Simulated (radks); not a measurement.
Q: The iodine ion I3+, configuration [Kr] 4d10 5s2 5p2. Method: Dirac Kohn-Sham, BLYP, spin-unpolarised, spherical densities, point nucleus; open shells are shared between the two j in proportion to 2j + 1; computed with a radial shooting solver on a logarithmic mesh with Libxc functionals. Some entries of the table are withheld. Estimate them.

| orbital | occ. | eigenvalue (eV) | <r^2> (bohr^2) | r(max) (bohr) |
|---|---|---|---|---|
| 1s1/2 | 2 | (1) | 0.001005 | 0.01753 |
| 2s1/2 | 2 | -5124.114 | 0.01613 | 0.09925 |
| 2p1/2 | 2 | -4810.004 | 0.01193 | 0.07612 |
| 2p3/2 | 4 | -4511.115 | 0.01321 | 0.08091 |
| 3s1/2 | 2 | -1059.804 | 0.1127 | 0.2858 |
| 3p1/2 | 2 | -929.9343 | 0.1074 | 0.2722 |
| 3p3/2 | 4 | -873.6986 | 0.1155 | 0.2829 |
| 3d3/2 | 4 | -644.7898 | (2) | 0.2299 |
| 3d5/2 | 6 | -632.9621 | (3) | 0.2329 |
| 4s1/2 | 2 | -212.3810 | 0.6179 | 0.6805 |
| 4p1/2 | 2 | -167.0399 | (4) | 0.6982 |
| 4p3/2 | 4 | -156.0395 | (5) | 0.7225 |
| 4d3/2 | 4 | -83.0996 | 0.9673 | 0.7723 |
| 4d5/2 | 6 | -81.3677 | 0.9910 | 0.7809 |
| 5s1/2 | 2 | -46.3701 | 3.753 | 1.649 |
| 5p1/2 | 0.666667 | -35.2199 | 4.822 | 1.838 |
| 5p3/2 | 1.33333 | -33.7657 | 5.156 | 1.904 |

A: 
(1) 1s1/2 eigenvalue (eV): -32998.49
(2) 3d3/2 <r^2> (bohr^2): 0.09723
(3) 3d5/2 <r^2> (bohr^2): 0.09957
(4) 4p1/2 <r^2> (bohr^2): 0.6792
(5) 4p3/2 <r^2> (bohr^2): 0.7296
